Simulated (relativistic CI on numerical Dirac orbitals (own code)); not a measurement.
V13+: sensitivity of the levels to the model

Base calculation: Dirac-Coulomb-Breit CI, KLI orbitals optimised for each configuration, QED by a radiative potential, unscaled Slater integrals.

Configurations in the expansion (outside the closed core 1s2): 2s2 2p6, 2s2 2p5 3s, 2s2 2p5 3p, 2s2 2p5 3d, 2s 2p6 3s, 2s 2p6 3p, 2s 2p6 3d, 2s2 2p5 4s, 2s2 2p5 4p, 2s2 2p5 4d, 2s2 2p5 4f, 2s2 2p4 3s2, 2s 2p6 4s, 2s2 2p4 3s 3p, 2s 2p6 4p, 2s 2p6 4d. Levels of other configurations are missing.

The lowest level and the first level of each name with at least 55 % of one term (blank where a level has no safe partner in the second run):

```tsv
Level	Base (eV)	Shift (eV)
2s2 2p6 1S_0	0.000	0.000
2s2 2p5 3s 3P°_2	518.557	+0.116
2s2 2p5 3s 3P°_0	525.708	+0.120
2s2 2p5 3p 3S_1	542.881	+0.620
2s2 2p5 3p 3D_2	546.467	+0.078
2s2 2p5 3p 3D_3	546.995	+0.161
2s2 2p5 3p 3P_2	549.464	-0.090
2s2 2p5 3p 3P_0	552.917	-0.159
2s2 2p5 3p 3D_1	553.311	+0.070
2s2 2p5 3p 3P_1	555.299	-0.012
2s2 2p5 3p 1S_0	569.681	-1.900
2s2 2p5 3d 3P°_0	580.841	+0.418
2s2 2p5 3d 3P°_1	581.493	+0.381
2s2 2p5 3d 3P°_2	582.784	+0.296
2s2 2p5 3d 3F°_4	583.148	+0.173
2s2 2p5 3d 3F°_3	583.892	+0.093
2s2 2p5 3d 3D°_3	586.041	-0.110
2s2 2p5 3d 3D°_1	589.207	-0.249
2s2 2p5 3d 1P°_1	598.901	-0.937
2s 2p6 3s 3S_1	631.474	-0.014
2s 2p6 3s 1S_0	636.825	-0.453
2s 2p6 3p 3P°_0	658.469	-0.029
```

At this charge energies of transitions that change n are usually good to better than 1 %, and those within a shell (Δn = 0) to a few per cent.

Task: One thing was changed in a second run, which moved the levels as shown. Which?
A. Breit term removed
B. QED terms removed
C. valence Slater integrals scaled by 0.9
D. configuration mixing switched off
E. one mean potential for all configurations

Result: C. Valence Slater integrals scaled by 0.9. Scaling acts on the splittings between terms and on the mixing, and leaves the fine structure of pure LS terms nearly alone; in jj coupling it moves the levels of one term differently.

LS names give the leading component of a level, which can be under half, so a name can repeat, a term be missing and a line seem to break the LS rules.
